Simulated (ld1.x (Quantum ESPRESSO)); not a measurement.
## Configuration tests for Pt (Z = 78) (TM)

| Quantity | Value |
| --- | --- |
| Element | platinum (Pt) |
| Generator | ld1.x (Quantum ESPRESSO) 7.5 |
| Type | norm-conserving Troullier–Martins (Kleinman–Bylander form) |
| Functional | PBE |
| Relativity | fully relativistic |
| Frozen core | [Xe] 4f14 |
| Valence charge | 10 |
| Reference configuration | 5d9 6s1 6p0 |
| Partial waves | 6s (bound): rc 1.85 bohr; 5d (bound): rc 1.85 bohr; 6p (bound, empty): rc 2.95 bohr |
| Local potential | the p channel |
| Core correction | none |

Open shells are filled in proportion to 2j + 1 (rel_dist='average').

Energies are relative to the spin-unpolarised reference configuration 5d9 6s1 6p0; without spin polarisation the order of configurations can differ from experiment. The p channel is local and has no spin–orbit splitting in the pseudo-atom. The frozen-core shift is the all-electron ΔE with the core orbitals held at their reference shape minus the fully relaxed ΔE.

Problem. Give the all-electron excitation energy and the error of the potential for: 5d9 6s0 6p0; 5d8 6s0 6p0; 5d7 6s0 6p0; 5d8 6s1 6p1; 5d9 6s0.5 6p0; 5d9 6s0 6p1; 5d6 6s0 6p0.

Solution.

| valence configuration | charge | ΔE all-electron (eV) | error AE − PS (meV) | frozen-core shift (meV) |
| --- | --- | --- | --- | --- |
| 5d9 6s0 6p0 | +1 | 9.210 | +5.4 | +1.9 |
| 5d8 6s0 6p0 | +2 | 29.192 | -100 | +34 |
| 5d7 6s0 6p0 | +3 | 61.405 | -484 | +208 |
| 5d8 6s1 6p1 | 0 | 6.523 | -133 | +25 |
| 5d9 6s0.5 6p0 | +0.5 | 3.703 | +1.1 | +0.3 |
| 5d9 6s0 6p1 | 0 | 5.003 | -35 | +0.5 |
| 5d6 6s0 6p0 | +4 | 107.037 | -1176 | +655 |
